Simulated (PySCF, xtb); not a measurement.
1,1-difluoroethane (C2H4F2), SMILES CC(F)F.

Geometry: PBE0-D3(BJ)/def2-SVP.

Level of theory: C-PCM-PBE0/def2-SVP in PySCF.

The values are the electrostatic part of the solvation free energy, E(continuum) − E(gas) at the gas-phase geometry, in a cavity of scaled van der Waals radii (PySCF's table); cavitation and dispersion terms are not included. In vacuum the orbital gap is 11.54 eV. The dipole moment in vacuum is 2.07 D.

**Question.** Estimate the values in water (ε = 78.36), acetonitrile (ε = 35.69), diethylether (ε = 4.24). (The exact figures need the calculation; the answer reports its results.)

**Answer.** 
```
solvent           ε  ΔG(elec) (kcal/mol)  dipole (D)  gap (eV)
------------  -----  -------------------  ----------  --------
water         78.36                 -3.0        2.45     11.86
acetonitrile  35.69                 -3.0        2.44     11.86
diethylether   4.24                 -2.3        2.35     11.78
```

For comparison, GFN2-xTB/ALPB(water) (xtb, at the GFN2-xTB geometry, all terms of that model) gives -2.9 kcal/mol.
